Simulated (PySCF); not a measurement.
**Radial density of C+ (carbon, charge +1)**

B2PLYP, [He] 2s1 2p1 3d1, one real determinant (an excited configuration). All numbers are calculated (PySCF 2.14, no relativity, point nucleus, in aug-cc-pVQZ with one added diffuse shell each of s, p, d, f, g type (7s6p5d4f3g, 105 functions)).

```
r (bohr)  4πr²ρ (e/bohr)  4πr²(ρα − ρβ)
 0.00413         0.02578         0.0009
 0.00695         0.07039         0.0024
  0.0117          0.1883         0.0064
  0.0197          0.4839         0.0163
  0.0331           1.167         0.0391
  0.0556           2.524         0.0832
  0.0936           4.564         0.1445
   0.157           6.138         0.1770
   0.265           5.108         0.1389
   0.445           2.194         0.3082
   0.749           1.325         1.1262
    1.26           1.461         1.4585
    2.12          0.5280         0.5280
    3.57          0.2369         0.2369
    6.00          0.1352         0.1352
    10.1         0.01013         0.0101
    17.0       1.348e-05         0.0000
```

⟨L²⟩ = 8.01 against 12 for a pure F term, so this real determinant mixes terms. The outer electron is Rydberg-like, and this basis confines it to a smaller radius and binds it less than a complete one would.
